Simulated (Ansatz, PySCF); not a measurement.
Process, species as SMILES: [SnH3] (SnH3) → [SnH2] (SnH2) + H atom (the H-Sn bond at the site shown breaks; other sites are not compared here)
Structures are relaxed separately at B3LYP-D3(BJ)/def2-TZVP in Ansatz (a quantum-chemistry and plane-wave program). Unstable Hartree-Fock reference: [SnH2] (SnH2).

Property: bond dissociation energy (enthalpy at 298 K, with B3LYP-D3(BJ) rigid-rotor harmonic-oscillator terms from PySCF), in kcal/mol. Valence correlation only, unless marked. Open shells are spin-unrestricted. No spin-orbit coupling. The frozen core is the preceding noble-gas configuration, with the filled d and f shells of earlier blocks. Past Kr the def2 sets carry scalar-relativistic core potentials. CBS marks a two-point X^-3 extrapolation of the correlation energy; Hartree-Fock from the larger set.

```json
[
 {"level": "HF-D4/def2-TZVPD", "program": "PySCF + dftd4", "bond dissociation energy (kcal/mol)": "43.1"},
 {"level": "M06-L/def2-TZVPD", "program": "PySCF", "bond dissociation energy (kcal/mol)": "…"},
 {"level": "PBE0/def2-SVP", "program": "Ansatz", "bond dissociation energy (kcal/mol)": "…"},
 {"level": "HSE06/def2-TZVPD", "program": "Ansatz", "bond dissociation energy (kcal/mol)": "…"},
 {"level": "B2PLYP-D3(BJ)/def2-TZVPD", "program": "Ansatz + dftd3", "bond dissociation energy (kcal/mol)": "47.1"},
 {"level": "RPA@PBE/def2-QZVPP", "program": "Ansatz", "bond dissociation energy (kcal/mol)": "47.1"},
 {"level": "CCSD(T)/CBS(def2-TZVPPD,def2-QZVPPD)", "program": "Ansatz", "bond dissociation energy (kcal/mol)": "49.5"}
]
```

Question: Fill in the missing entries.

Answer: 
- M06-L/def2-TZVPD, bond dissociation energy (kcal/mol): 43.8
- PBE0/def2-SVP, bond dissociation energy (kcal/mol): 47.8
- HSE06/def2-TZVPD, bond dissociation energy (kcal/mol): 48.1
